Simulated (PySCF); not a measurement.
**TcO3Cl: one-bond stretch**

Computed with PBE0/[Tc def2-SVP with ECP28, O def2-SVP, Cl def2-SVP], scalar-relativistic core potentials, density fitting, no spin–orbit coupling, PySCF.

Rigid scan from the singlet minimum (Tc–Cl 2.234 Å, Tc–O 1.659 Å (×3); Cl–Tc–O 109.2° (×3), O–Tc–O 109.7° (×3)). Coordinate: the bond from Tc to the last atom (Cl) scaled, the rest fixed. Energies in kJ/mol from the minimum.

**Question.** Predict the curve at 0.92, 0.96, 1.00, 1.05, 1.12, 1.20, 1.35, 1.55, 1.80, 2.20.

**Answer.** 
```csv
scale of one bond,E (kJ/mol),dipole size (D)
0.92,34.9,1.89
0.96,7.6,1.46
1.00,0.0,1.06
1.05,9.0,0.58
1.12,42.3,0.02
1.20,94.9,0.62
1.35,200.8,1.48
1.55,318.5,–
1.80,415.7,–
2.20,492.7,–
```

At long bonds a restricted determinant can lie too high, and another spin state can fall below this curve.

The scan took 17 s on 2 threads of a shared Arm Neoverse V1 host; the process peaked at 1.2 GiB.
